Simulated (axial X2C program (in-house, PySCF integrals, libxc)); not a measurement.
Spin–orbit effects down a group: molecules with H (ions), PBE0

All values come from calculations with an in-house all-electron X2C program for linear molecules (integrals from PySCF), spin-free (one-electron X2C) or two-component (2c: spin–orbit coupling with atomic mean-field Coulomb and Gaunt terms, which also bring small scalar terms), in Dyall basis sets with cores contracted in-house; open shells are unrestricted.

Basis sets: As dyall-cv3z, H dyall-v3z, P dyall-v3z, Sb dyall-cv3z.

```
molecule   spin-free state  Re (Å)  ωe (cm⁻¹)  De (eV)  2c state  Re 2c (Å)  ωe 2c (cm⁻¹)  De 2c (eV)
     PH⁺  M_S = 1/2, Λ = 1   1.438     2359.8     3.36   Ω = 1/2      1.438        2359.3        3.38
    AsH⁺  M_S = 1/2, Λ = 1   1.532     2186.5     3.04   Ω = 1/2      1.533        2183.6         n/a
    SbH⁺  M_S = 1/2, Λ = 1   1.713     1989.3     2.69   Ω = 1/2      1.714        1978.7         n/a
```

Q: Work out the shifts from the spin-free to the two-component result.

A: 

| molecule | 2c state | ΔRe (Å) | Δωe (cm⁻¹) | ΔDe (eV) |
| --- | --- | --- | --- | --- |
| PH⁺ | Ω = 1/2 | 0.000 | -0.5 | 0.02 |
| AsH⁺ | Ω = 1/2 | 0.001 | -2.9 | n/a |
| SbH⁺ | Ω = 1/2 | 0.001 | -10.6 | n/a |

Shifts of one unit in the last digit are rounding.

Fragments in 2c: P+ + H, As+ + H, Sb+ + H. Each entry is the lowest single determinant of a limited PBE0 search at one distance. De goes to single-determinant-based atoms at the same level (for ions the charge split of lowest energy) and is withheld (n/a) where an atom does not fit its ground term or J level. Main or longest-lived isotopes. Some light 2c atoms are not at their ground J level, so De misses part of their lowering (0.04 eV or less). The functionals have no current term, which raises determinants with orbital currents.
